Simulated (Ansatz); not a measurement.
A CCSD(T) single point on CH6BFGeSi (`[CH3][GeH]1[SiH2][B]1F`).

```yaml
crystal:
  periodic: [false, false, false]
  atoms:
    - {symbol: C, position_ang: [-1.247530, 0.710454, -1.197957]}
    - {symbol: Ge, position_ang: [0.552296, 0.189813, -0.642448]}
    - {symbol: Si, position_ang: [0.337651, -1.164843, 1.439515]}
    - {symbol: B, position_ang: [1.488135, 0.380947, 1.169423]}
    - {symbol: F, position_ang: [2.729329, 0.734461, 1.433803]}
    - {symbol: H, position_ang: [-1.876256, 0.862456, -0.322071]}
    - {symbol: H, position_ang: [-1.192654, 1.640550, -1.766287]}
    - {symbol: H, position_ang: [-1.683035, -0.065218, -1.827795]}
    - {symbol: H, position_ang: [1.456582, -0.074743, -1.865333]}
    - {symbol: H, position_ang: [0.574591, -2.535784, 1.973313]}
    - {symbol: H, position_ang: [-1.073812, -0.735190, 1.626335]}
basis:
  gaussian: {orbitals: def2-TZVPP}
correlation: {method: ccsd_t}
output: {orbitals: {seedname: orbitals}}
```

```sh
$ ansatz run in.yaml --threads 4 --pin off --events-out ev --progress --plain --max-ram 10444MiB
```

Output of Ansatz, abridged:

```
Functional definition: HF
1608 factors; integrals over basis functions are off by at most 1.1e-3 eV
mean field evaluation 1: about -68836.7829 eV, gradient 3.4e1 eV
mean field evaluation 2: about -68836.9986 eV, gradient 3.4e1 eV
mean field evaluation 4: about -68840.2650 eV, gradient 4.3e0 eV
mean field evaluation 8: about -68840.3565 eV, gradient 3.7e-1 eV
mean field evaluation 16: about -68840.3579 eV, gradient 1.9e-6 eV
mean field -68840.35788015 eV, -2529.8364904250 hartree, gradient 1.9e-6 eV, S^2 0.000000; 0 other end points of the search recorded, 0 dependent functions left out
17 core orbitals not correlated: weight in the atoms' cores, before any rotation towards them, 1.000 or more for the frozen orbitals, at most 0.000 for the correlated occupied ones
reference -68840.35788015 eV, -2529.8364904250 hartree; 19, 19 occupied and 231, 231 virtual orbitals, 1608 factors
second order -24.55747231 eV of doubles, -0.00000000 eV of singles
cycle   1  -24.80961198 eV  change   -2.5e-1 eV  update   1.2e-1
cycle   2  -25.51472405 eV  change   -7.1e-1 eV  update   3.8e-2
cycle   3  -25.65363342 eV  change   -1.4e-1 eV  update   2.1e-2
cycle   4  -25.63825209 eV  change    1.5e-2 eV  update   6.1e-3
cycle   5  -25.63411878 eV  change    4.1e-3 eV  update   3.1e-3
cycle   6  -25.63492586 eV  change   -8.1e-4 eV  update   1.3e-3
cycle   7  -25.63431126 eV  change    6.1e-4 eV  update   6.0e-4
cycle   8  -25.63431870 eV  change   -7.4e-6 eV  update   2.9e-4
cycle   9  -25.63447839 eV  change   -1.6e-4 eV  update   1.2e-4
cycle  10  -25.63444853 eV  change    3.0e-5 eV  update   4.6e-5
perturbative correction -1.04986321 eV, -0.0385817612 hartree
Total energy: -68867.04219189 eV, -2530.8171207940 hartree
```

Hardware: 4 threads of an Arm Neoverse V1 on a shared host. Wall time 4.6 min, peak host memory 6.7 GiB.

MP2 recovers 92.0 % of the CCSD(T) correlation energy and the triples give 3.9 %; T1 = 0.0144.
